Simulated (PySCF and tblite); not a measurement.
The numbers below are computed, except where a source is named.
System: C7H6ClF, numbered as in [F:1][C:2]1=[C:3]([Cl:4])[CH2:5][CH:6]=[CH:7][CH:8]=[CH:9]1.

The path came from a restrained scan, a climbing-image band and a saddle search at GFN2-xTB; energies are revPBE/pcSseg-1 + D3(BJ), IEF-PCM tetrahydrofuran//PBE0-D3(BJ)/def2-SVP, thermal terms GFN2-xTB. Rate constants are transition-state-theory values, counting equivalent paths, without tunnelling. Programs: tblite and PySCF.

Tunnelling of the moving H, left out here, will speed the real process.

(1) Estimate the barrier and the room-temperature rate of the shift of H on C5 from C5 to C8.

Answers

(1) The electronic barrier is 35.0 kcal/mol and ΔG‡(298 K) 32.3 kcal/mol, over a C1 saddle with an imaginary mode of 1434i cm⁻¹ (GFN2-xTB). With 1 equivalent path, k is 1.4×10⁻¹¹ s⁻¹, a mean lifetime of the start of 2300 years against this motion. The end lies 1.6 kcal/mol above the start in free energy.
